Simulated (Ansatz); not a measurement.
Species: HgCl, net charge 1, singlet state. 
Structure (B3LYP-D3(BJ)/def2-TZVP (Ansatz, a quantum-chemistry and plane-wave program) minimum search):
```
Hg
Cl 1 2.2708
```
Charge +1, spin multiplicity 1.

Quantity: vertical ionisation energy (to the doublet state of charge +2; each state is the SCF solution reached for its spin; for the singlet T1 is 0.025), in eV. Correlated levels leave the core frozen unless marked. Open shells are spin-unrestricted. Spin-orbit coupling is left out. Frozen are the shells of the preceding noble gas and the d and f shells that filled before the atom's block. In def2 rows, elements after Kr have scalar-relativistic effective core potentials. Basis-set limits of correlation are two-point, X^-3; Hartree-Fock from the larger set.

```
level                                 program  vertical ionisation energy (eV)  minus last row
------------------------------------  -------  -------------------------------  --------------
SVWN5/def2-TZVPD                       Ansatz                            18.13            0.51
PBE/def2-TZVPD                         Ansatz                            17.75            0.13
r2SCAN/def2-TZVPD                      Ansatz                            17.64            0.02
B3LYP/def2-TZVPD                       Ansatz                            17.69            0.07
BHLYP/def2-TZVPD                       Ansatz                            17.24           -0.38
CAM-B3LYP/def2-TZVPD                   Ansatz                            17.55           -0.07
wB97M-V/def2-TZVPD                     Ansatz                            17.41           -0.21
wB97X-V/def2-TZVPD                     Ansatz                            17.40           -0.22
CCSD/def2-SVPD                         Ansatz                            17.24           -0.38
CCSD/def2-TZVPPD                       Ansatz                            17.27           -0.35
CCSD/def2-QZVPPD                       Ansatz                            17.36           -0.26
CCSD/CBS(def2-TZVPPD,def2-QZVPPD)      Ansatz                            17.43           -0.19
CCSD(T)/def2-SVPD                      Ansatz                            17.34           -0.28
CCSD(T)/def2-TZVPPD                    Ansatz                            17.42           -0.20
CCSD(T)/CBS(def2-TZVPPD,def2-QZVPPD)   Ansatz                            17.62            0.00
```
